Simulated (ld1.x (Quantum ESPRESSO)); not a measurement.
## Before and after: RRKJ potential for vanadium (V)

ld1.x (Quantum ESPRESSO) 7.5 input, shortened:

```
&input
   title='V', zed=23., rel=1, dft='PZ', iswitch=3,
   config='[Ar] 3d3 4s1.75 4p0.25'
 /
 &inputp
   pseudotype=2, tm=.false., rho0=0.001, lloc=0,
   nlcc=.true., rcore=0.75
 /
3
4P  2  1   0.25   0.00  3.95  3.95  0.0
3D  3  2   3.00   0.00  1.40  1.40  0.0
4S  1  0   1.75   0.00  2.50  2.50  0.0
 &test
   configts(1)='3d3 4s1.75 4p0.25'
 /
```

Change: functional Wu–Cohen.

Cutoffs: the cutoffs (Ry, on a coarse ladder) from which the occupation-weighted sum of valence levels, in a spherical-Bessel basis at the reference potential, stays within 10 and 1 mRy of its value at 400 Ry; they do not see the model core or the augmentation charge, which bear on the density cutoff. Errors are all-electron minus pseudo energies relative to the spin-unpolarised reference configuration.

Problem. How do hardness, ghosts and transferability respond?

Solution. The potential gets neither clearly harder nor softer (80 Ry and 90 Ry → 80 Ry and 90 Ry); the number of tests with a reliable result goes from 9 to 7; of the 7 tests that both files solve, the error grows in 4 and shrinks in 0 by more than 15 % and 0.3 meV (median size 16.5 → 21.6 meV); neither file shows a bound ghost.

```csv
quantity,base,changed
"cutoff, loose",80 Ry,80 Ry
"cutoff, tight",90 Ry,90 Ry
bound ghosts,none,none
"error for 3d3 4s2 4p0, meV [ΔE -0.84 eV]",-0.1,-0.2
"error for 3d3 4s1 4p0, meV [ΔE 7.11 → 6.93 eV]",-4.4,-5.5
"error for 3d3 4s0 4p0, meV [ΔE 21.65 → 21.08 eV]",-39,-49
"error for 3d4 4s0 4p0, meV [ΔE 6.54 → 6.29 eV]",-364,-391
"error for 3d3.5 4s1.5 4p0, meV [ΔE -0.81 → -0.78 eV]",-69,-70
"error for 3d3 4s1 4p1, meV [ΔE 2.57 → 2.56 eV]",-2.0,-2.7
"error for 3d3 4s0 4p1, meV [ΔE 11.28 → 11.06 eV]",-16,-22
s: phases at 4.30 bohr within 0.05 rad from the reference energy up to (Ry; the scan ends near 5),0.8,0.8
p: phases at 4.30 bohr within 0.05 rad from the reference energy up to (Ry; the scan ends near 5),1.3,1.4
d: phases at 4.30 bohr within 0.05 rad from the reference energy up to (Ry; the scan ends near 5),0.2,0.2
```
